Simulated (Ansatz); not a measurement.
Cu(AsH3)(SiH3) (CuSiAsH6) was relaxed with PBE0-D4 (def2-SVP, def2-SVPD) in Ansatz in these states: charge +1 doublet, charge -1 doublet, neutral singlet. The geometries follow in no particular order.

A:

```xyz
9

Cu   -0.028   -0.031   -0.067
As    1.121    1.033    1.702
H     1.622    2.452    1.551
H     2.405    0.448    2.245
H     0.438    1.229    3.037
Si   -1.158   -1.070   -1.770
H    -2.497   -0.457   -2.095
H    -1.473   -2.523   -1.514
H    -0.430   -1.081   -3.090
```

B:

```xyz
9

Cu   -0.347   -0.246   -0.206
As    0.677   -1.239    1.759
H    -0.437   -1.577    2.736
H     1.819   -1.301    3.076
H     1.003   -2.689    1.441
Si   -0.612    1.390   -1.830
H    -1.599    1.102   -2.954
H     0.608    1.803   -2.645
H    -1.112    2.757   -1.377
```

C:

```xyz
9

Cu    0.010    0.078   -0.030
As   -0.579   -1.989    0.955
H    -1.972   -2.500    0.715
H    -0.506   -2.089    2.453
H     0.225   -3.197    0.561
Si    0.646    2.224   -1.067
H     0.604    1.888   -2.515
H     1.998    2.452   -0.492
H    -0.427    3.133   -0.581
```

Question: Judge from the bond lengths which geometry belongs to which state (an estimate).

Answer: A is the neutral singlet (As2–H4 1.512 Å, Cu1–Si6 2.293 Å, Cu1–As2 2.362 Å); B is the charge -1 doublet (As2–H4 1.744 Å, Cu1–Si6 2.320 Å, Cu1–As2 2.428 Å); C is the charge +1 doublet (As2–H4 1.503 Å, Cu1–Si6 2.466 Å, Cu1–As2 2.364 Å).

At PBE0-D4/def2-SVPD the highest occupied level of the relaxed charge -1 doublet lies above zero (up to 0.74 eV). By energy differences its removal costs 0.20 eV (each at its own geometry, to the charge 0 singlet, at PBE0-D4/def2-TZVPD).
